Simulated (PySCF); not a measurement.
Gas-phase reaction: 2 GaI₃ + O ⇌ Ga₂O + 3 I₂

Computed with PySCF (xtb for GFN2) and rigid-rotor harmonic-oscillator thermochemistry at 1 bar. † marks an energy on the PBE0/def2-TZVP geometry and frequencies; other levels use their own. MP2 and CCSD(T) freeze the core. Open shells (unrestricted): O (multiplicity 3); the rest are closed-shell singlets. GFN2 has no spin-polarisation term. Spin-orbit splitting is ignored; it lowers the true energy and changes the entropy of O. I: scalar-relativistic def2 core potential, no spin-orbit coupling. Ga: all electrons, no relativistic terms. MP2 isn't extrapolated to the basis-set limit. CCSD(T) isn't extrapolated to the basis-set limit.

PBE/def2-SVP gives ΔH°(298 K) = 85 kJ.

Problem. What do GFN2-xTB, CCSD(T)/def2-TZVPP†, MP2/def2-SVP† give?

Solution. GFN2-xTB: -311 kJ; CCSD(T)/def2-TZVPP†: 199 kJ; MP2/def2-SVP†: 253 kJ. For scale, ΔH°(298 K) is 85 kJ at this level, 123 kJ at ωB97M-V/def2-TZVP†, and runs from -311 to 385 kJ over the 18 levels computed († marks an energy on the PBE0/def2-TZVP geometry).
